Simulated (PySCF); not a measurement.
Gas-phase reaction: CrO3 + 2 HCl + O → CrO2Cl2 + 2 OH, at 1000 K and a standard pressure of 1 bar. Level: PBE/def2-SVP.

Energies from PySCF, thermal terms from the rigid-rotor harmonic-oscillator model, ideal gas at 1 bar. S°(298 K) at PBE0/def2-TZVP differs from the NASA 1993 table for CrO3 (+11 J/mol/K); whether the harmonic model or the table's entry is off was not settled. Open shells (unrestricted): O (multiplicity 3, electronic degeneracy 9), OH (multiplicity 2, electronic degeneracy 4); the rest are closed-shell singlets. Spin-orbit splitting is ignored; it lowers the true energy and changes the entropy of O, OH. The harmonic model lacks anharmonicity and excited electronic states, which grow with temperature; levels with a mode under 35 cm⁻¹ are left out. Strong static correlation: CrO3.

```
species       E (Ha)  H(1000 K) − E (kJ/mol)  S°(1000 K) (J/mol/K)
-------  -----------  ----------------------  --------------------
CrO3     -1269.42786                    88.2                 359.6
HCl       -460.46135                    47.0                 222.9
O          -74.91470                    20.8                 186.9
CrO2Cl2  -2114.18224                   112.5                 444.6
OH         -75.58159                    50.7                 219.8
```
E: electronic energy; H − E holds the zero-point and thermal terms. 1 Ha = 2625.5 kJ/mol.

Work out ΔH°, ΔS°, ΔG° and log10 K from these numbers.

1. ΔE = 1×(-2114.18224) + 2×(-75.58159) − 1×(-1269.42786) − 2×(-460.46135) − 1×(-74.91470) = -0.08016 Ha = -210.5 kJ.
2. Δ(H − E) = 1×(112.5) + 2×(50.7) − 1×(88.2) − 2×(47.0) − 1×(20.8) = 10.9 kJ, so ΔH° = -199.6 kJ.
3. ΔS° = 1×(444.6) + 2×(219.8) − 1×(359.6) − 2×(222.9) − 1×(186.9) = -108.1 J/K; the number of gas molecules changes by -1.
4. ΔG° = ΔH° − TΔS° = -199.6 − 1000×(-108.1)/1000 = -91.5 kJ.
5. log10 K = −ΔG°/(RT ln 10) = 4.78, with RT ln 10 = 19.14 kJ/mol; at standard pressures the products are favoured.
6. A shift of 10 kJ in ΔE would move log10 K by 0.52 here.
7. Lowering the total pressure from 1 bar to 0.01 bar multiplies the mole-fraction quotient K_x = K (p/p°)^(−Δn) by 10^-2, which pushes the balance towards the reactants.
For scale, ΔH°(298 K) is -203 kJ at this level, -213 kJ at ωB97M-V/def2-TZVP†, and runs from -562 to -158 kJ over the 20 levels computed († marks an energy on the PBE0/def2-TZVP geometry).
